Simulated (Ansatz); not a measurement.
Reaction (ligand exchange at the In–O bond): `[SiH3][O][InH2]` + `N=C(O)O` → `N=C(O)[O][InH2]` + `O[SiH3]`

Isolated molecules relaxed with PBE0-D4/def2-TZVP in Ansatz; ΔE leaves out vibrations. CBS: MP2 limit from def2 TZ/QZ plus the TZ coupled-cluster correction, frozen cores. Functionals use def2-TZVPP. B3LYP here is the variant with VWN-RPA as its local correlation; programs differ in this. HSE06 is defined as in plane-wave codes. def2 core potentials past Kr. For In outer-core shells are correlated without core-valence functions, which leaves a few kJ/mol of doubt a bond. Each species was taken in one conformer, which may not be the lowest.

```tsv
level	ΔE (kJ/mol)	difference from CCSD(T)/CBS
LDA (SPW92)	3.1	1.0
revPBE-D4	2.1	0.0
BLYP-D4	2.4	0.3
B97M-V	7.2	5.1
PBE0-D4	3.9	1.8
B3LYP-D4	3.2	1.1
r2SCANh-D4	4.8	2.7
HSE06-D4	4.0	1.9
CAM-B3LYP-D4	3.8	1.7
revPBE	5.2	3.1
r2SCANh	5.0	2.9
BHLYP	4.5	2.4
RPA@PBE/def2-TZVPP	4.0	1.9
CCSD/def2-SVP	12.3	10.2
SCS-MP2/def2-TZVPP	5.6	3.5
MP2/CBS(def2)	2.6	0.5
CCSD(T)/CBS	2.1	0
```

Largest T1 diagnostic among the species: 0.016.

Leaving LDA and LC-ωPBE aside and taking each functional with its dispersion term where it has one, the values spread over 5.1 kJ/mol, from revPBE-D4 to B97M-V. At CCSD(T), def2-SVP lies +9.8 kJ/mol from the extrapolated value and def2-TZVPP +1.8 kJ/mol.
